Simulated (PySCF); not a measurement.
Ga(H)(F)(Et) (C2H6FGa), SMILES C[CH2][GaH][F]. Atoms are numbered in the order given.

```xyz
10

Ga    -0.3218    -0.4715     0.0000
H     -1.8703    -0.7785     0.0000
F      0.6632    -1.9580     0.0000
C      0.7339     1.1989     0.0000
C     -0.0760     2.4996     0.0000
H      1.4062     1.1339    -0.8834
H      1.4062     1.1339     0.8834
H     -0.7321     2.5821     0.8910
H     -0.7321     2.5821    -0.8910
H      0.5832     3.3935     0.0000
```
Charge 0, spin multiplicity 1.

Geometry: PBE-D3(BJ)/def2-SVP. The structure was generated by enumeration; whether it is a known compound was not checked. The values are those of a single conformer.

These are PySCF 2.14.0 with C-PCM-M06-2X/def2-SVP values and carry that method's errors.

The values are the electrostatic part of the solvation free energy, E(continuum) − E(gas) at the gas-phase geometry, in a cavity of scaled van der Waals radii (PySCF's table); cavitation and dispersion terms are not included. A continuum can't describe solvent molecules that bind to the metal. In vacuum the orbital gap is 8.51 eV. The dipole moment in vacuum is 2.74 D.

Computed values in water (ε = 78.36), n-hexane (ε = 1.88), methanol (ε = 32.61):
```tsv
solvent	ε	ΔG(elec) (kcal/mol)	dipole (D)	gap (eV)
water	78.36	-6.5	3.16	8.69
n-hexane	1.88	-2.9	2.92	8.59
methanol	32.61	-6.4	3.15	8.68
```
